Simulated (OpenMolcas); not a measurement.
## neutral oxygen: the spin-orbit constant, Slater's ratio, thermal populations, worked from levels

```
Program             : OpenMolcas 26.06
Basis               : ANO-L-VTZP [4s3p2d1f]
Scalar Hamiltonian  : non-relativistic, point nucleus
Active space        : 4 electrons in 3 orbitals (2p)
State averaging     : 2S+1 = 3 even, 3 roots; 2S+1 = 1 even, 6 roots
Spin-orbit coupling : state interaction with AMFI integrals over the reference wave functions, term energies averaged over their components
```

Methods: CASSCF; SS-CASPT2, IPEA 0.25 Eh, imaginary shift 0.1 Eh (closed shells correlated: 1s 2s). Measured levels: NIST Handbook of Basic Atomic Spectroscopic Data.

**The spin-orbit constant.** For the Hund term 3P of p4, E(J) = (A/2) J(J+1) + constant and ζ = -2S·A = -2A. From J = 0 to J = 2 the energy changes by 3 A.

```csv
Source,E(2) - E(0),A,ζ
CASSCF,-221.9,-74.0,148
SS-CASPT2,-221.8,-73.9,148
measured,-227.0,-75.7,151
```

All in cm-1. SS-CASPT2 is off by -2.3 % and CASSCF by -2.2 %. Both methods take the spin-orbit matrix elements from the reference wave functions, so the second can move ζ only through the term energies and any multistate remixing. Second-order mixing with other terms is absorbed into this ζ.

**Slater's ratio.** With one set of orbitals, p4 has 1D - 3P = 6 F2 and 1S - 1D = 9 F2 (F2 = F²/25), a ratio of 3/2. Term energies are centres of gravity, weighted by 2J + 1.

| Source | 1D - 3P | 1S - 3P | F2 from the first | Ratio |
| --- | --- | --- | --- | --- |
| CASSCF | 17638 | 43829 | 2940 | 1.485 |
| SS-CASPT2 | 15774 | 35864 | 2629 | 1.274 |
| measured | 15790 | 33715 | 2632 | 1.135 |

Energies in cm-1. A ratio away from 3/2 shows effects beyond one configuration with one set of orbitals, and in heavier atoms second-order spin-orbit shifts.

**Thermal populations.** Z = Σ (2J + 1) exp(-E/kT) with k = 0.695035 cm-1/K, over the levels below. No other level of either list lies under 73700 cm-1, which is above 7 kT at each temperature.

```json
{"Level": "2s2 2p4 3P2", "2J + 1": "5", "SS-CASPT2": "0.0", "measured": "0.0"}
{"Level": "2s2 2p4 3P1", "2J + 1": "3", "SS-CASPT2": "149", "measured": "158"}
{"Level": "2s2 2p4 3P0", "2J + 1": "1", "SS-CASPT2": "222", "measured": "227"}
{"Level": "2s2 2p4 1D2", "2J + 1": "5", "SS-CASPT2": "15850", "measured": "15868"}
{"Level": "2s2 2p4 1S0", "2J + 1": "1", "SS-CASPT2": "35940", "measured": "33793"}
```

| T (K) | Z, SS-CASPT2 | Z, measured levels | Ground level (%), SS-CASPT2 | Ground level (%), measured levels |
| --- | --- | --- | --- | --- |
| 5000 | 8.865 | 8.855 | 56.4 | 56.5 |
| 8000 | 9.172 | 9.166 | 54.5 | 54.5 |
| 12000 | 9.682 | 9.680 | 51.6 | 51.7 |

At 12000 K, kT = 8340 cm-1, and the computed levels give Z = 5.000 + 2.947 + 0.974 + 0.748 + 0.013 = 9.682.

Term energies are means over components that CASPT2 splits; among the terms shown or strongly mixed into the levels shown the widest spread is 140 cm-1 (2s2 2p4 1D, SS-CASPT2). With the s shell closed, the reference lacks s² → p² mixing. Without dynamic correlation excited terms often stand tens of per cent too high (terms of higher spin than the ground term too low), and those without a measured partner can miss by more than the paired ones (holds for CASSCF). Computed and measured levels are paired by configuration, term and J; levels that our copy of the source lacks, or whose pairing is in doubt (as where it misses far off the trend of its configuration), stay unpaired and out of the deviations. Only configurations of the active space appear.
